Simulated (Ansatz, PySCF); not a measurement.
BrH₃SeSi, SMILES [SiH3][Se]Br. Atoms are numbered in the order given.

```xyz
6

Se     0.8654    -0.5519     0.0000
Br    -0.3474     1.4490     0.0000
Si    -0.9937    -1.8936     0.0000
H     -0.4301    -3.2767     0.0000
H     -1.8093    -1.6539    -1.2232
H     -1.8093    -1.6539     1.2232
```

Geometry optimised at PBE0-D3(BJ)/def2-SVP. This is a generated structure with no PubChem entry under its InChIKey; it may be hypothetical.

Two levels are set side by side: PBE-D3(BJ)/def2-SVP (Ansatz, an electronic-structure program) and PBE0-D3(BJ)/def2-SVP (Ansatz). Each level has its own optimised geometry; the coordinates shown are those of the second. Frequencies come from the Hessian of PySCF at each geometry. Differences are taken from unrounded values.

```tsv
quantity	PBE0-D3(BJ)	PBE-D3(BJ)	PBE-D3(BJ) minus PBE0-D3(BJ)
mean bond length (Å)	1.821	1.836	0.015
bond Se1–Br2 (Å)	2.340	2.367	0.028
bond Se1–Si3 (Å)	2.293	2.307	0.014
bond Si3–H4 (Å)	1.494	1.505	0.012
bond Si3–H5 (Å)	1.490	1.501	0.011
bond Si3–H6 (Å)	1.490	1.501	0.011
highest harmonic wavenumber (cm⁻¹)	2261	2188	-73
mean harmonic wavenumber (cm⁻¹)	967	932	-35
zero-point energy (kcal/mol)	16.60	15.99	-0.60
```

GGA bonds tend to be longer and softer than those of functionals with exact exchange. Differences between two approximate levels are no errors against the true value.
